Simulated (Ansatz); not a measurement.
Cost and result for the atomization energy of H$_{3}$O$_{2}$Sn, SMILES `[OH][SnH][OH]` radical (6 atoms, 5 bonds).

Charge 0, multiplicity 2. Correlated methods include outer-core shells of Sn, which these sets cover unevenly. Sn takes the def2 core potential. Geometry: relaxed with PBE0-D4/def2-TZVP. It is one conformer, not always the lowest. Program: Ansatz. All runs use 2 threads of a server CPU on a shared host. Times are those of one run each, without the atoms' runs, and a repeat can differ threefold. Electronic energies, without spin–orbit coupling; frozen cores. CCSD(T)/CBS adds CCSD(T) − MP2 in def2-TZVPP to the MP2 limit, and its time is that of the two runs behind it. T1 = 0.018; ⟨S²⟩ of the reference is 0.76. With those shells the extrapolation isn't a true limit. B3LYP takes the VWN-RPA correlation (the form of Gaussian; ORCA's B3LYP/G).

CCSD(T)/CBS is a level of theory with its own doubt, some kJ/mol a heavy atom from the limit and from the frozen cores, so smaller differences don't rank the functionals.

| level | functions | wall time |
| --- | --- | --- |
| LDA (SPW92)/def2-TZVPP | 154 | 1.7 s |
| BLYP-D4/def2-TZVPP | 154 | 2.3 s |
| revPBE-D4/def2-TZVPP | 154 | 2.8 s |
| BHLYP-D4/def2-TZVPP | 154 | 3.5 s |
| B3LYP-D4/def2-TZVPP (with forces) | 154 | 3.8 s |
| PBE-QIDH/def2-TZVPP | 154 | 4.2 s |
| B2PLYP/def2-TZVPP | 154 | 6 s |
| CCSD(T)/def2-SVP | 69 | 7 s |
| B97M-V/def2-TZVPP | 154 | 7.5 s |
| ωB97M-V/def2-TZVPP (with forces) | 154 | 9.5 s |
| MP2/def2-QZVPP | 286 | 11 s |
| CCSD(T)/def2-TZVPP | 154 | 94 s |
| CCSD(T)/CBS(def2) | – | 100 s |

(1) What atomization energy does each give, and how far from CCSD(T)/CBS? (Best estimate.)

Answers

(1) The calculation gave: 
```
                            level  atomization (kcal/mol)  difference from CCSD(T)/CBS  per bond
           LDA (SPW92)/def2-TZVPP                   510.2                         75.0      15.0
               BLYP-D4/def2-TZVPP                   434.8                         -0.4      -0.1
             revPBE-D4/def2-TZVPP                   425.1                        -10.1      -2.0
              BHLYP-D4/def2-TZVPP                   402.7                        -32.5      -6.5
B3LYP-D4/def2-TZVPP (with forces)                   427.3                         -7.9      -1.6
              PBE-QIDH/def2-TZVPP                   417.0                        -18.2      -3.6
                B2PLYP/def2-TZVPP                   423.2                        -12.0      -2.4
                 CCSD(T)/def2-SVP                   383.5                        -51.7     -10.3
                B97M-V/def2-TZVPP                   433.7                         -1.5      -0.3
 ωB97M-V/def2-TZVPP (with forces)                   429.0                         -6.2      -1.2
                   MP2/def2-QZVPP                   436.5                          1.3       0.3
               CCSD(T)/def2-TZVPP                   417.2                        -18.0      -3.6
                CCSD(T)/CBS(def2)                   435.2                          0.0       0.0
```

From BLYP to BHLYP (50 % exact exchange), in def2-TZVPP and without D4, the atomization energy moves by −30.2 kcal/mol: exact exchange takes away binding that semilocal exchange gives to molecules. The D4 term adds +3.5 kcal/mol with B3LYP and +1.8 kcal/mol with PBE0; it sums over pairs of atoms, weighted by their polarisabilities, and B3LYP, whose exchange is more repulsive, gets the larger term. In def2-TZVPP, CCSD(T) changes the Hartree–Fock value by +148.7 kcal/mol (the triples alone add +9.7 kcal/mol) and MP2 by +157.0 kcal/mol; breaking electron pairs costs correlation energy, which Hartree–Fock lacks.

Spin–orbit coupling would lower the free Sn atoms strongly, and the atomization energy with them, by more than many differences here. For some Ge, Se and Sn compounds the MP2-based and the directly extrapolated limit differ by 10 to 25 kJ/mol.
